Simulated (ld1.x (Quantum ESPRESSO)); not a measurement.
# PBEsol ultrasoft dataset for arsenic (As), scalar-relativistic all-electron reference.

ld1.x (Quantum ESPRESSO) 7.5 was run on this input:

```
&input
   title='As', zed=33., rel=1, dft='PBESOL', iswitch=3,
   config='[Ar] 3d10 4s2 4p2',
   nld=3, rlderiv=1.30, eminld=-17.0, emaxld=5.0, deld=0.04
 /
 &inputp
   pseudotype=3, tm=.true., lloc=-2, rcloc=0.85,
   nlcc=.true.,
   which_augfun='PSQ', rmatch_augfun_nc=.true.,
   file_pseudopw='As.UPF', file_wfcaegen='ae.wfc', file_wfcncgen='nc.wfc', file_beta='beta', file_chi='chi', file_wfcusgen='us.wfc'
 /
6
3S  1  0   2.00   0.00  0.80  0.85  0.0
4S  2  0   2.00   0.00  0.80  0.85  0.0
3P  2  1   6.00   0.00  1.10  1.20  0.0
4P  3  1   2.00   0.00  1.10  1.20  0.0
3D  3  2  10.00   0.00  0.70  0.90  0.0
3D  3  2   0.00  -0.05  0.70  0.90  0.0
 &test
   configts(1)='3s2 3p6 3d10 4s2 4p2'
 /
```

Command:

```bash
ld1.x < As.in > As.out
```

Output (shortened: banner, matrices, multipoles, cross overlaps and the repeated all-electron block are left out):

```
Program LD1 v.7.5
     --------------------------- All-electron run ----------------------------

     As
     scalar relativistic calculation

     atomic number is 33.00
     dft =PBESOL   lsd =0 sic =0 latt =0  beta=0.20 tr2=1.0E-14
     Exchange-correlation= PBESOL
                           (   1   4  10   8   0   0   0)
     mesh =1209 r(mesh) =  99.83237 a.u. xmin = -7.00 dx = 0.01250
     1 Ry =  13.60569312 eV, c = 137.03599908

     n l     nl                  e(Ry)          e(Ha)          e(eV)
     1 0     1S 1( 2.00)      -861.4001      -430.7000    -11719.9453
     2 0     2S 1( 2.00)      -109.9080       -54.9540     -1495.3750
     2 1     2P 1( 6.00)       -96.4905       -48.2453     -1312.8201
     3 0     3S 1( 2.00)       -14.6770        -7.3385      -199.6911
     3 1     3P 1( 6.00)       -10.5287        -5.2644      -143.2508
     3 2     3D 1(10.00)        -3.7048        -1.8524       -50.4069
     4 0     4S 1( 2.00)        -1.7185        -0.8593       -23.3819
     4 1     4P 1( 2.00)        -0.9817        -0.4908       -13.3562

     final scf error:  2.2E-16 reached in  37 iterations

     Etot =   -4517.742078 Ry,   -2258.871039 Ha,  -61467.012316 eV

     Ekin =    4604.346890 Ry,    2302.173445 Ha,   62645.330817 eV
     Encl =  -10870.819290 Ry,   -5435.409645 Ha, -147905.031255 eV
     Eh   =    1912.176119 Ry,     956.088060 Ha,   26016.481477 eV
     Exc  =    -163.445797 Ry,     -81.722898 Ha,   -2223.793355 eV

     normalization and overlap integrals

     s(1S/1S) =  1.000000  <r> =   0.0455  <r2> =    0.0028  r(max) =   0.0299
     s(2S/2S) =  1.000000  <r> =   0.2029  <r2> =    0.0485  r(max) =   0.1701
     s(2P/2P) =  1.000000  <r> =   0.1773  <r2> =    0.0385  r(max) =   0.1358
     s(3S/3S) =  1.000000  <r> =   0.5987  <r2> =    0.4132  r(max) =   0.5239
     s(3P/3P) =  1.000000  <r> =   0.6175  <r2> =    0.4482  r(max) =   0.5239
     s(3D/3D) =  1.000000  <r> =   0.6775  <r2> =    0.5802  r(max) =   0.4740
     s(4S/4S) =  1.000000  <r> =   1.8738  <r2> =    4.0150  r(max) =   1.5936
     s(4P/4P) =  1.000000  <r> =   2.3054  <r2> =    6.1591  r(max) =   1.8984

     ------------------------ End of All-electron run ------------------------

     --------------------- Generating US pseudopotential ---------------------

      Generating local potential from pseudized AE potential:
      Matching radius rcloc =   0.8500
      Enforcing V''(0)=0 (lloc=-2)

      Local pseudo, rcloc= 0.842 Estimated cut-off energy=    43.99 Ry

      Computing core charge for nlcc:

       r > 0.27 : true rho core
       r < 0.27 : rho core = a sin(br)/r    a= 123.02  b=   9.67

      Integrated core pseudo-charge :   4.81
      Wfc-us  3S rcutus= 0.842  Estimated cut-off energy=    73.35 Ry
      Wfc-us  4S rcutus= 0.842  Estimated cut-off energy=   140.03 Ry
      Wfc-us  3P rcutus= 1.195  Estimated cut-off energy=    60.74 Ry
      Wfc-us  4P rcutus= 1.195  Estimated cut-off energy=   115.59 Ry
      Wfc-us  3D rcutus= 0.908  Estimated cut-off energy=   141.13 Ry
      Wfc-us  3D rcutus= 0.908  Estimated cut-off energy=   190.10 Ry

     Q pseudized with Bessel functions
     Expected ecutrho=     831.4964 due to l1=  2   l2=  2

     ------------------- End of pseudopotential generation -------------------

     Computing logarithmic derivative in   1.29662
     Computing logarithmic derivative in   1.29662
     Computing the partial wave expansion
     R is outside the sphere for l=    0 j= 0.00
     R is outside the sphere for l=    0 j= 0.00
     R is outside the sphere for l=    1 j= 0.00
     R is outside the sphere for l=    1 j= 0.00
     R is outside the sphere for l=    2 j= 0.00
     R is outside the sphere for l=    2 j= 0.00

     ---------------------- Testing the pseudopotential ----------------------

     As
     scalar relativistic calculation

     atomic number is 33.00   valence charge is 23.00
     dft =PBESOL   lsd =0 sic =0 latt =0  beta=0.20 tr2=1.0E-14
     mesh =1209 r(mesh) =  99.83237 xmin = -7.00 dx = 0.01250

     n l     nl             e AE (Ry)        e PS (Ry)    De AE-PS (Ry)
     1 0     3S   1( 2.00)      -14.67702      -14.67664       -0.00039
     2 1     3P   1( 6.00)      -10.52874      -10.52835       -0.00039
     3 2     3D   1(10.00)       -3.70484       -3.70452       -0.00032
     2 0     4S   1( 2.00)       -1.71853       -1.71841       -0.00012
     3 1     4P   1( 2.00)       -0.98166       -0.98161       -0.00005

     eps = 5.2E-15  iter =  6

     Etot =   -4517.742078 Ry,   -2258.871039 Ha,  -61467.012316 eV
     Etotps =  -699.514028 Ry,    -349.757014 Ha,   -9517.373198 eV

     Ekin =     208.916923 Ry,     104.458462 Ha,    2842.459544 eV
     Encl =   -1392.837533 Ry,    -696.418766 Ha,  -18950.520038 eV
     Ehrt =     554.397920 Ry,     277.198960 Ha,    7542.967964 eV
     Ecxc =     -84.493922 Ry,     -42.246961 Ha,   -1149.598368 eV
     (Ecc =     -24.710014 Ry,     -12.355007 Ha,    -336.196868 eV)
     Epseu=      14.502584 Ry,       7.251292 Ha,     197.317701 eV

     ---------------------- End of pseudopotential test ----------------------
```

Generation and configuration tests took about 2.6 s on one core of a shared server CPU.
